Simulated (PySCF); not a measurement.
Se₂, SMILES [Se]=[Se] (connectivity only; charge and spin as stated), neutral, multiplicity 3.

Coordinates come from a PBE0-D3(BJ)/def2-TZVP optimisation.

Computed with PySCF with PBE/def2-TZVPD.

The molecule is in vacuum.

```json
{
  "total_energy": "-4802.40202 hartree",
  "point_group": "D∞h",
  "α spin, highest occupied and lowest empty level": "-5.64 and -1.93 eV",
  "β spin, highest occupied and lowest empty level": "-7.47 and -4.53 eV",
  "dipole_moment": "0.000 e·Å",
  "mean_static_polarisability": "57.1 bohr³ (8.46 Å³)",
  "polarisability_principal_values": "44.2, 44.2, 83.0 bohr³",
  "⟨S²⟩": "2.004 (pure state 2.00)"
}
```
